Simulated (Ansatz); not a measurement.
Reaction (ligand exchange at the Si–N bond): `O[SiH](F)N[SiH3]` + `N=C1C[SiH2]1` → `[SiH3]/N=C1\C[SiH2]1` + `N[SiH](O)F`

Computed with Ansatz on PBE0-D4/def2-TZVP structures; ΔE is electronic, products minus reactants. CCSD(T)/CBS adds triple-zeta CCSD(T) − MP2 to the extrapolated MP2 energy (def2 sets, frozen cores). This one scheme is used for every species. Functionals use def2-TZVPP. B3LYP here is the variant with VWN-RPA as its local correlation; programs differ in this. One conformer a species, not always the lowest.

```
             level  ΔE (kJ/mol)  difference from CCSD(T)/CBS
            PBE-D4         12.5                         -5.9
         r2SCAN-D4         14.5                         -3.9
           PBE0-D4         15.4                         -3.0
          B3LYP-D4         14.5                         -3.9
           ωB97X-V         18.9                          0.5
           ωB97M-V         18.6                          0.2
            B2PLYP         15.7                         -2.7
               PBE         13.0                         -5.4
            r2SCAN         14.8                         -3.6
              PBE0         16.0                         -2.4
             B3LYP         15.2                         -3.2
     HF/def2-TZVPP         21.6                          3.2
    MP2/def2-TZVPP         16.0                         -2.4
SCS-MP2/def2-TZVPP         18.4                          0.0
   CCSD/def2-TZVPP         20.9                          2.5
CCSD(T)/def2-TZVPP         19.4                          1.0
     HF/def2-QZVPP         21.7                          3.3
    MP2/def2-QZVPP         15.5                         -2.9
SCS-MP2/def2-QZVPP         17.9                         -0.5
      HF/CBS(def2)         21.8                          3.4
     MP2/CBS(def2)         15.0                         -3.4
    CCSD/CBS(def2)         19.9                          1.5
       CCSD(T)/CBS         18.4                            0
```

Largest T1 diagnostic among the species: 0.014.
